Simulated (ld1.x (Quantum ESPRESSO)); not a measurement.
**What the settings do to the ultrasoft potential of gold (Au)**

Base potential:

| Property | Result |
| --- | --- |
| Element | gold (Au) |
| Generator | ld1.x (Quantum ESPRESSO) 7.5 |
| Type | ultrasoft |
| Functional | LDA (PZ) |
| Relativity | fully relativistic |
| Frozen core | [Xe] 4f14 |
| Valence charge | 11 |
| Reference configuration | 5d9 6s0 6p0 (charge +2) |
| Partial waves | 6s (bound, empty): rcut 1.70, rcutus 1.80 bohr; 6s channel at -0.35 Ry: rcut 1.70, rcutus 1.80 bohr; 6p (bound, empty): rcut 2.45, rcutus 2.80 bohr; 6p channel at -0.8 Ry: rcut 2.45, rcutus 2.80 bohr; 5d (bound): rcut 1.90, rcutus 2.15 bohr; 5d channel at -0.75 Ry: rcut 1.90, rcutus 2.15 bohr |
| Local potential | all-electron potential smoothed inside 2.55 bohr (lloc = -1) |
| Core correction | Bessel-smoothed model core inside 1.65 bohr |
| Augmentation charge | PSQ, inside the norm-conserving radii |

Open shells are filled in proportion to 2j + 1 (rel_dist='average').

Cutoffs, loose and tight: the cutoffs (Ry, on a coarse ladder) from which the occupation-weighted sum of valence levels, in a spherical-Bessel basis at the reference potential, stays within 10 and 1 mRy of its value at 400 Ry. They do not see the model core or the augmentation charge, which bear on the density cutoff. Test errors are all-electron minus pseudo excitation energies from the reference, over the configurations 5d10 6s1 6p0; 5d10 6s0 6p0; 5d8 6s0 6p0; 5d9 6s1 6p0; 5d7 6s0 6p0; 5d9 6s1 6p1; 5d10 6s0 6p1. A dash means not determined; rows that change the core or the reference have their own tests. The largest error is taken over the tests solved by every variant that gives reliable tests at all: 5d10 6s0 6p0; 5d10 6s0 6p1; 5d10 6s1 6p0; 5d9 6s1 6p0; 5d9 6s1 6p1.

A true bound ghost makes a file unfit for plane-wave use even where its test errors are small: the radial tests pick states by their node count and pass the ghost by. Where a test does run into it, the solver fails or the error is huge.

```csv
change,outcome,"cutoff, loose","cutoff, tight",bound ghosts,largest test error (meV)
base,generated,25 Ry,40 Ry,s,+424
core correction none,generated,25 Ry,40 Ry,s,+499
core correction Bessel-smoothed model core inside 0.70 bohr,generated,25 Ry,40 Ry,s,+399
core correction Bessel-smoothed model core inside 0.94 bohr,generated,25 Ry,40 Ry,s,+405
core correction Bessel-smoothed model core inside 1.20 bohr,generated,25 Ry,40 Ry,s,+410
core correction Bessel-smoothed model core inside 1.40 bohr,generated,25 Ry,40 Ry,s,+414
core correction Bessel-smoothed model core inside 1.52 bohr,generated,25 Ry,40 Ry,s,+418
core correction Bessel-smoothed model core inside 1.70 bohr,generated,25 Ry,40 Ry,s,+427
core correction Bessel-smoothed model core inside 1.92 bohr,generated,25 Ry,40 Ry,s,+440
core correction Bessel-smoothed model core inside 2.12 bohr,generated,25 Ry,40 Ry,s,+454
```
